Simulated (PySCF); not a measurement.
From one molecule to another.

First species: C6H11ClO2Si.
InChI=1S/C6H11ClO2Si/c1-4(8)5-2-6(5,7)3-9-10/h5H,2-3H2,1,10H3/t5-,6+/m0/s1

Second species: C₅H₉NOSi.
SMILES: `N#C[C@@H]1C[SiH2]CCO1`

Levels: PBE0/pcSseg-1 for HOMO energy, LUMO energy and HOMO–LUMO gap. Geometries: GFN2-xTB. Each structure is a single optimised conformer of the isolated species, non-relativistic unless stated. Electronic properties by PySCF.

Dipoles, sizes and rotational constants follow the conformer. The torsions of the flexible species, by atom-mapped SMILES:
- `[CH3:1][C:2](=[O:3])[C@@H:4]1[CH2:5][C@@:6]1([Cl:7])[CH2:8][O:9][SiH3:10]`: C1–C2–C4–C5 179°, C5–C6–C8–O9 129°, C6–C8–O9–Si10 164°

The conformers of `N#C[C@@H]1C[SiH2]CCO1` aren't listed.

Values for the first species:

| Quantity | Value |
| --- | --- |
| HOMO energy | -7.35 eV |
| LUMO energy | -0.55 eV |
| HOMO–LUMO gap | 6.80 eV |

Question: Estimate the same properties for the second species, and the change in each.

Answer: 
| property | first | second | second less first |
| --- | --- | --- | --- |
| HOMO energy | -7.35 eV | -8.08 eV | -0.73 eV |
| LUMO energy | -0.55 eV | 0.31 eV | +0.86 eV |
| HOMO–LUMO gap | 6.80 eV | 8.39 eV | +1.59 eV |

